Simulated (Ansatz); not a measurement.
Q: Name a neutral molecule of F, Ge, O and H with ideal-gas entropy at 298 K and 1 bar (rigid rotor, harmonic PBE0-D4/def2-TZVP) between 325 and 341 J/(mol·K) and HOMO energy (B3LYP/def2-TZVPP) between -10.20 and -9.90 eV (Ansatz, PBE0-D4/def2-TZVP geometry).

A: `[OH][Ge]([OH])([F])[F]` (340 J/(mol·K), -9.92 eV). Other molecules can fit too; these were computed, each in one conformer that needn't be the lowest.

B3LYP here is the variant with VWN-RPA as its local correlation; programs differ in this.
